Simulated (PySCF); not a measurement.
C7H9O2: g tensor and hyperfine couplings

Species: C₇H₉O₂ (doublet state).
Cartesian coordinates in Å at the GFN2-xTB level; atoms count from 1:
```xyz
18
C7H9O2 angstrom
C      2.020   -1.004   -2.368
C      1.482   -1.003   -1.155
C      1.647    0.084   -0.186
C      1.753   -0.239    1.250
C      0.544    0.441    0.844
O     -0.669   -0.278    0.853
C     -1.814    0.419    0.893
C     -2.999   -0.509    0.863
O     -1.870    1.618    0.942
H      2.622   -0.184   -2.722
H      1.876   -1.823   -3.050
H      0.887   -1.839   -0.816
H      2.173    0.954   -0.564
H      1.816   -1.222    1.673
H      0.389    1.503    1.012
H     -3.346   -0.593   -0.166
H     -2.718   -1.493    1.224
H     -3.803   -0.092    1.462
```

The hyperfine couplings belong to this conformer and change with its torsions.

As a line formula: `O(C(=O)C)[C@@H]1[C@H](C=C)[CH]1` [radical].

Level of theory: PySCF 2.14.0, UKS B3LYP, pcH-1 on C H O, non-relativistic, mean-field spin-orbit, GIAO. Geometry: GFN2-xTB, one conformer, isolated molecule. The geometry wasn't refined by DFT: couplings that depend on bond lengths, twists or pyramidal angles can differ widely from those at the functional's own minimum. The SCF solution wasn't tested for stability.

| Quantity | Value |
| --- | --- |
| g1, g2, g3 | 2.00225, 2.00269, 2.00310 |
| g_iso | 2.00268 |
| Form of g | rhombic: the two nearest values differ by 48 % of g3 − g1 |
| ⟨S²⟩ | 0.7541 (exact 0.7500) |
| α and β electrons | 34, 33 |
| Total energy | -422.52220 Eh |

Hyperfine couplings atom by atom, in MHz; T1 to T3 are the principal values of the dipolar part:

```
atom  isotope  a_iso     T1     T2     T3  Mulliken spin population
  C1      13C    5.8   -6.0   -5.2   11.2                      0.08
  C2      13C   20.2   -7.2    0.2    7.0                     -0.03
  C3      13C  -14.7   -8.3   -3.8   12.2                      0.01
  C4      13C  287.9  -69.2  -67.4  136.7                      0.90
  C5      13C   -8.8   -5.7    0.2    5.5                     -0.02
  O6      17O  -12.3   -8.1    3.3    4.8                      0.01
  C7      13C   -1.2   -0.7   -0.4    1.1                      0.00
  C8      13C    2.1   -0.4   -0.3    0.7                      0.00
  O9      17O   -1.4   -4.0    1.6    2.3                      0.01
 H10       1H   -4.8   -1.3   -1.1    2.3                      0.00
 H11       1H   -4.4   -3.1   -0.7    3.8                      0.00
 H12       1H    0.6   -3.6   -2.5    6.1                      0.00
 H13       1H   80.4   -7.0   -3.7   10.8                      0.03
 H14       1H  -19.7  -31.1   -4.1   35.2                     -0.02
 H15       1H   67.5   -6.9   -3.1   10.0                      0.02
 H16       1H   -0.1   -0.6   -0.5    1.1                      0.00
 H17       1H   -0.1   -0.8   -0.6    1.4                      0.00
 H18       1H    1.1   -0.5   -0.4    0.9                      0.00
```

Largest spin populations (Mulliken): C4 (+0.90) and C1 (+0.08). C4 is the only atom above +0.15. The angles at C4 add up to 316.5°, so it is pyramidal.

Axes: g3 points within 8° of the C4–H14 bond.

Under fast tumbling the dipolar parts average out, and these isotropic splittings remain: 1 × 1H (H13, I = 1/2, 2 lines) with 2.87 mT, 1 × 1H (H15, I = 1/2, 2 lines) with 2.41 mT, 1 × 1H (H14, I = 1/2, 2 lines) with 0.70 mT, 1 × 1H (H10, I = 1/2, 2 lines) with 0.17 mT and 1 × 1H (H11, I = 1/2, 2 lines) with 0.16 mT.

The 13C coupling of C4 (287.9 MHz) shows only in satellite lines or after enrichment, since that isotope makes up about 1.07 % of natural carbon.

The 17O coupling of O6 (-12.3 MHz) shows only in satellite lines or after enrichment, since that isotope makes up about 0.038 % of natural oxygen.

Examples of negative spin density at the nucleus (bohr⁻³): C3 (-0.0131), C5 (-0.0079) and H14 (-0.0044).
